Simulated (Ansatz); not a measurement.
Ideal-gas functions of H4SeSi2, SMILES `[SiH2]1[SiH2][Se]1` at 400 K and 1 bar, from an Ansatz frequency run at PBE0-D4/def2-TZVP.

Molar mass 139.16 g/mol, point group C2v (symmetry number 2), electronic degeneracy 1, moments of inertia 92.195, 145.186, 225.227 u Å². Harmonic wavenumbers (cm⁻¹, unscaled): 334, 357, 403, 532, 540, 565, 573, 579, 710, 933, 936, 2234, 2236, 2249, 2256.

Use S(trans) = R[1.5 ln M + 2.5 ln T − 1.1517]; rotational temperatures θ = 24.2544 K / I; S(rot) = R[ln(√π/σ · √(T³/θAθBθC)) + 1.5]; for each mode x = 1.438777 ν̃/T, S = R[x/(eˣ − 1) − ln(1 − e⁻ˣ)] and H = RT x/(eˣ − 1); 1 cm⁻¹ = 0.0119627 kJ/mol; R = 8.31446 J/(mol·K).

**Question.** By hand: the entropy, in J/(mol·K).

**Answer.** Translation 176.5. Rotation: θ = 0.2631, 0.1671, 0.1077 K, giving 108.4. Vibration, mode by mode: 7.27, 6.78, 5.92, 4.08, 3.99, 3.72, 3.63, 3.57, 2.46, 1.30, 1.29, 0.02, 0.02, 0.02, 0.02, in all 44.1. Electronic 0.0. Sum 329.0 J/(mol·K).

**Question.** By hand: H − E and G − E in kJ/mol, counted from the electronic energy.

**Answer.** Zero-point energy ½ × 15437 × 0.0119627 = 92.3; thermal vibration 11.6; translation, rotation and pV give 4 RT = 13.3. H − E = 117.2 kJ/mol, and G − E = 117.2 − 400 × 329.0/1000 = -14.4 kJ/mol.

Vibration gives 13 % of the entropy.
